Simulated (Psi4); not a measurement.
Here is a job for Psi4.
```
memory 2 GB

molecule {
1 4
  B    -0.77307193    0.03810398   -0.00610888
  N     0.60276472   -0.02970970    0.00476310
  H    -1.38946287   -0.95786383   -0.02622734
  H    -1.28877919    1.08987185    0.00506365
  H     1.20319210    0.77796860    0.02194645
  H     1.12105659   -0.89252861   -0.00358004
}

set basis sto-3g
set reference uks

energy('b3lyp')
print_variables()
```

### Question
What does this run give for the number of basis functions, nuclear repulsion energy, <S^2>, total energy?

### Answer

```yaml
number_of_basis_functions: 14
nuclear_repulsion_energy: 32.5355 Eh
"<S^2>": 3.753
total_energy: -80.3660 Eh
```

These values belong to the state on which the SCF converged, which isn't shown to be the lowest.
